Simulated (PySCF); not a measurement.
All values below come from TPSSh-D3(BJ)/def2-TZVP // CAM-B3LYP-D3(BJ)/def2-TZVP run with PySCF. Gas-phase values, no solvent. One relaxed conformer stands for a flexible species; it need not be the lowest. Excitations are Tamm–Dancoff values on a coarser integration grid. The basis has no diffuse functions, so Rydberg states are missing or too high.

Reference species (SMILES): `[NH2][InH][NH2]` (neutral, multiplicity 1).

```yaml
T1 excitation (TDA): 4.30 eV
HOMO–LUMO gap: 5.18 eV
LUMO: -0.61 eV
```

Changed species: `[NH2][In]([NH2])[NH2]` (0 of 3 NH2 replaced by H; the reference has 1 of 3 NH2 replaced by H).

Task: What does the change do to the T1 excitation (TDA), HOMO–LUMO gap and LUMO?

Result: the T1 excitation (TDA) drops by 0.25 eV, to 4.05 eV; the HOMO–LUMO gap falls by 0.23 eV, to 4.95 eV; the LUMO falls by 0.31 eV, to -0.92 eV.
